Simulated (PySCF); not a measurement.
Does the structure fit the spectrum?

A compound C$_{5}$H$_{13}$ClOSi$_{2}$ gives the data below (simulated from a calculation) and was assigned the structure `CC/C(=C\[SiH2]OC)[SiH2]Cl`.

¹³C{¹H} NMR (computed): δ 144.7 (C), 144.7 (CH), 74.6 (CH2), 70.4 (CH2), 18.6 (CH3).

¹H NMR (600 MHz, computed): δ 6.59 (t, 1H), 4.36 (q, 2H), 4.25 (d, 2H), 3.60 (q, 2H), 3.54 (t, 3H), 1.39 (t, 3H).

[PySCF 2.14: GFN2-xTB geometry; NMR shieldings at PBE0/pcSseg-1/GIAO; a single conformation; non-relativistic; averaged over atoms made equivalent by symmetry, fast rotation or ring inversion; gas phase]

Referencing at the same level of theory: ¹H (31.72 ppm), ¹³C (186.93 ppm) vs TMS.

**Question.** Compare with the shifts computed for the proposed structure, pairing carbons in order of shift.

**Answer.** Atoms are numbered as in `[CH3:1][CH2:2]/[C:3](=[CH:4]\[SiH2:5][O:6][CH3:7])[SiH2:8][Cl:9]` (H(Xn): hydrogen on atom n).

```json
{"atom": "C3", "computed for proposal": "176.7", "given list": "144.7", "difference": "+32.0"}
{"atom": "C4", "computed for proposal": "146.1", "given list": "144.7", "difference": "+1.4"}
{"atom": "C7", "computed for proposal": "53.4", "given list": "74.6", "difference": "-21.2"}
{"atom": "C2", "computed for proposal": "35.5", "given list": "70.4", "difference": "-34.9"}
{"atom": "C1", "computed for proposal": "18.2", "given list": "18.6", "difference": "-0.4"}
```

The rms difference is 23.2 ppm and the largest -34.9 ppm at C2 (allylic sp3 CH2). The carbon types in order of shift don't match either: C, CH, CH3, CH2, CH3 for the proposal against C, CH, CH2, CH2, CH3 in the data. The proposal doesn't fit.

**Question.** Which isomer fits?

**Answer.** SMILES CCOC/C=C(/Cl)[SiH2][SiH3].

- Carbon types of the structure: 1 × C, 1 × CH, 2 × CH2, 1 × CH3, leaving 5 H on heteroatoms.
- δC 144.7: fully substituted alkene carbon; the olefinic region.
- δC 144.7: alkene CH; the olefinic region.
- δC 74.6: allylic sp3 CH2 bonded to O; deshielded by the electronegative neighbour.
- δC 70.4: sp3 CH2 bonded to O; the inductive effect lowers its shielding.

This is the structure that produced the data.

Carbons that carry Cl, above all several Cl atoms, come out too deshielded, partly because spin–orbit coupling is missing. Shifts are as computed. Against solution values, carbons near 30 ppm lie about +3 ppm off and those near 130 ppm about +5 ppm; carbons on Cl a further +6 ppm. Of 1309 compounds with measured shifts, 239 miss one by over three times the rms of a fit or turn the order of signals round; such compounds aren't used in these exercises. No couplings were computed; multiplicities are counted from neighbouring protons, with m where these are inequivalent, close in shift, in a saturated or five-membered ring or joined by F or P, and br s for small geminal =CH2 splittings.
